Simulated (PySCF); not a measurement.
# Radial density of Sr (strontium, neutral)

B97-3, [Kr] 5s1 5p1, high-spin 3P determinant (an excited configuration). All numbers are calculated (PySCF 2.14, the spin-free X2C one-electron Hamiltonian (Gaussian nucleus), in x2c-QZVPPall (13s8p7d3f2g, 111 functions)).

```tsv
r (bohr)	4πr²ρ (e/bohr)	4πr²(ρα − ρβ)
0.0396	43.51	0.0022
0.0666	41.05	0.0055
0.112	56.91	0.0126
0.188	41.94	-0.0002
0.317	37.40	0.0268
0.533	32.13	0.0028
0.897	8.834	0.0781
1.51	6.139	0.0275
2.54	1.190	0.1911
4.27	0.5038	0.4894
7.18	0.1517	0.1517
12.1	0.004579	0.0046
```

Densities and radii are taken from the X2C orbitals without a picture-change correction, which distorts them close to the nucleus.
